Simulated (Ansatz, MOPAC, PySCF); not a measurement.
Torsion O5–B3–O4–H7 in C2H3BO2 (SMILES C#CB(O)O); at each angle all else is relaxed with GFN2-xTB, and the levels are single points there.
Geometry at 0° (charge 0, multiplicity 1):
| atom | x (Å) | y (Å) | z (Å) |
|---|---|---|---|
| C | 1.9405 | 0.4294 | 0.1720 |
| C | 0.7893 | 0.0973 | 0.0792 |
| B | -0.6896 | -0.2890 | -0.0781 |
| O | -1.1923 | -1.2732 | 0.6921 |
| O | -1.5114 | 0.3318 | -0.9724 |
| H | 2.9506 | 0.7073 | 0.2655 |
| H | -2.1194 | -1.4512 | 0.5316 |
| H | -1.1191 | 1.0240 | -1.5001 |

On the grid 0° to 330°, 90° is the highest and 0° the lowest point at wB97M-V/def2-TZVPP.

Rows in 3-21G, 6-311+G**, 6-31G* carry no dispersion term and start afresh at each structure (6-31G* with six Cartesian d functions). The state that AM1, PM7 reach isn't checked; PM7 holds dispersion and hydrogen-bond terms.

The values were computed with Ansatz (Gaussian orbitals); MOPAC for AM1, PM7 (differences of heats of formation); PySCF for 3-21G rows, 6-311+G** rows, 6-31G* rows, the dispersion terms. 

Other levels give for the energy at 90° less that at 0°: PBE/def2-TZVPP 416.5; B3LYP/def2-TZVPP 415.6; B3LYP-D3(BJ)/def2-TZVPP 416.0; wB97M-V/def2-TZVPP 423.9 meV.

Common cheap choices:

```
level            energy at 90° less that at 0° (meV)
---------------  -----------------------------------
AM1                                            598.6
PM7                                            369.7
HF/3-21G                                       449.1
HF/6-31G*                                      465.6
BP86/6-31G*                                    464.5
B3LYP/3-21G                                    458.3
B3LYP/6-311+G**                                431.4
M06-2X/6-31G*                                  470.3
```

Ansatz is a program for electronic structure.
